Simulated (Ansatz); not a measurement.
Reaction (formal exchange of groups at the Si–Se bond): `O[SiH2][SeH]` + difluoromethane → `O[SiH2]C(F)F` + H₂Se

Calculated with Ansatz (gas phase, PBE0-D4/def2-TZVP geometries, no zero-point term in ΔE). CCSD(T)/CBS adds triple-zeta CCSD(T) − MP2 to the extrapolated MP2 energy (def2 sets, frozen cores). This one scheme is used for every species. Functionals use def2-TZVPP. B3LYP here is the variant with VWN-RPA as its local correlation; programs differ in this. For Se outer-core shells are correlated without core-valence functions, which leaves a few kJ/mol of doubt a bond. Scalar relativity is left out up to krypton. One conformer a species, not always the lowest.

`O[SiH2][SeH]`:

```xyz
7

O    -1.437   -0.016    0.772
Si   -0.313   -0.269   -0.397
Se    1.312    1.333   -0.455
H    -1.125    0.215    1.648
H     0.379   -1.570   -0.226
H    -1.054   -0.205   -1.673
H     2.239    0.511    0.332
```

`FCF`:

Cartesian coordinates in Å:
```
F -1.171 -0.336 -0.480
C 0.009 0.055 0.048
F 0.988 -0.730 -0.453
H 0.202 1.090 -0.249
H -0.029 -0.078 1.133
```

`O[SiH2]C(F)F`:

```xyz
9

O     1.210    1.225    0.778
Si   -0.073    0.204    0.818
C    -0.490   -0.376   -0.961
F     0.614   -0.987   -1.500
F    -1.495   -1.300   -0.930
H     2.054    0.874    0.491
H    -1.216    0.973    1.357
H     0.187   -1.027    1.607
H    -0.791    0.414   -1.660
```

H₂Se:

Z-matrix (Å, degrees):
```
Se
H 1 1.467
H 1 1.467 2 91.2
```

```csv
level,ΔE (kcal/mol),difference from CCSD(T)/CBS
ωB97X-V,21.8,-1.6
B2PLYP,22.7,-0.7
PBE0,23.7,0.3
B3LYP,21.8,-1.6
HF/def2-TZVPP,23.9,0.5
MP2/def2-TZVPP,24.7,1.3
CCSD(T)/def2-TZVPP,22.8,-0.6
SCS-MP2/def2-QZVPP,23.9,0.5
HF/CBS(def2),23.8,0.4
CCSD/CBS(def2),23.3,-0.1
CCSD(T)/CBS,23.4,0
```

Largest T1 diagnostic among the species: 0.012.

From PBE to PBE0 (25 % exact exchange), in def2-TZVPP and without D4, ΔE moves by +1.2 kcal/mol.
